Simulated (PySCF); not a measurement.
Compound: C4H9B.
SMILES with atom numbers: `[BH2:1][C:2](=[CH2:3])[CH2:4][CH3:5]` (hydrogens: H6, H7 on B1; H8, H9 on C3; H10, H11 on C4; H12, H13, H14 on C5)

Level of theory: PySCF, PBE0-D3(BJ)/def2-SVP geometry optimisation, gas phase.

Task: Give the optimised bond lengths and angles.

Result: 
```
                  bond  length (pm)   order
                 B1–C2        154.7  single
                 C2=C3        135.0  double
                 C2–C4        150.9  single
                 C4–C5        152.5  single
          B1–H6, B1–H7        121.1  single
                 C3–H8        109.8  single
                 C3–H9        109.4  single
        C4–H10, C4–H11        110.3  single
C5–H12, C5–H13, C5–H14        110.1  single
```

Bonds in one row agree within 1 pm and their mean is given. Orders are formal, as drawn. A selection of angles:
```
     angle  degrees
  C2–B1–H6    121.3
  C2–B1–H7    119.7
  H6–B1–H7    119.1
  B1–C2–C3    117.6
  B1–C2–C4    121.2
  C3–C2–C4    121.2
  C2–C3–H8    122.3
  C2–C3–H9    121.1
  H8–C3–H9    116.6
  C2–C4–C5    112.3
 C2–C4–H10    108.9
 C5–C4–H10    108.9
H10–C4–H11    106.4
 C4–C5–H12    111.0
H12–C5–H13    108.0
```

Torsions: B1–C2–C4–C5 -70° (synclinal). The mirror-image conformer, all signs reversed, is as good.

The 3 C–C bonds span 1.350 Å (C2=C3, drawn double) to 1.525 Å (C4–C5, drawn single), a spread of 0.175 Å. Of the pairs four or more bonds apart, H8···H11 is among the closest relative to their van der Waals radii: 2.40 Å, 100 % of the sum of Bondi's values. B1 (three-coordinate boron) is planar (angles 121.3°, 119.7° and 119.1°, sum 360.0°, 0.01 Å off the plane of its three neighbours).

Point group: C1 (no symmetry element, even within 0.4 Å). No frequency check. One conformer, not necessarily the lowest.
